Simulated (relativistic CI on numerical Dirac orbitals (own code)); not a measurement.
Hyperfine structure of Sn¹³⁺, mass number 115

Method of calculation: Dirac-Coulomb-Breit CI, orbitals from a KLI potential per configuration, model QED (radiative potential, 1s self-energy scaled to tabulated hydrogen-like ionisation energies), unscaled Slater integrals (own radial code, finite nucleus).

CI space (outside the closed core [Ar] 3d10): 4s2 4p6 4d, 4s2 4p5 4d2, 4s2 4p6 4f, 4s 4p6 4d2, 4s2 4p6 5s, 4s2 4p5 4d 4f, 4s2 4p6 5p, 4s 4p6 4d 4f, 4s2 4p6 5d, 4s2 4p5 4d 5s, 4s2 4p6 5f, 4s2 4p6 6s, 4s2 4p6 6p, 4p6 4d3, 4p5 4d4, 4p5 4d3 4f. Double excitations out of closed p, d and f shells are left out; levels of such configurations are missing from the list, as are those of other unlisted configurations, and high levels can miss mixing partners. These lack a partner that the ground configuration has and come out too high: 4s2 4p5 4d 5s.

Nuclear spin I = 1/2, μ = -0.9174 μN (tables of Stone and Pyykkö). The electronic factors are computed for point nuclear moments, without core polarisation or the Bohr-Weisskopf and QED corrections.

```json
{"Level": "4s2 4p6 4d 2D_3/2", "E (eV)": "0.0000", "A (MHz)": "-6672"}
{"Level": "4s2 4p6 4d 2D_5/2", "E (eV)": "1.6132", "A (MHz)": "-2836"}
{"Level": "4s2 4p5 4d2 4D°_1/2", "E (eV)": "64.9351", "A (MHz)": "-2942"}
{"Level": "4s2 4p5 4d2 4D°_3/2", "E (eV)": "65.3202", "A (MHz)": "-6040"}
{"Level": "4s2 4p5 4d2 4D°_5/2", "E (eV)": "66.1032", "A (MHz)": "-4897"}
{"Level": "4s2 4p5 4d2 4D°_7/2", "E (eV)": "67.2295", "A (MHz)": "-4677"}
{"Level": "4s2 4p5 4d2 4G°_9/2", "E (eV)": "68.3128", "A (MHz)": "-8025"}
{"Level": "4s2 4p5 4d2 4G°_11/2", "E (eV)": "68.5921", "A (MHz)": "-6789"}
```

Levels with J = 0, under 50 % of one LS term, or S terms without an open s electron are left out. Small factors come from cancelling terms and can be off by tens of per cent or more.

At this charge energies of transitions that change n are usually good to better than 1 %, and those within a shell (Δn = 0) to a few per cent.

**Question.** Give the hyperfine levels of 4s2 4p6 4d 2D_3/2 relative to its centre of gravity.

**Answer.** With K = F(F + 1) − I(I + 1) − J(J + 1), E = AK/2: F = 1: 8341, F = 2: -5004 MHz.

LS names give the leading component of a level, which can be under half, so a name can repeat, a term be missing and a line seem to break the LS rules.
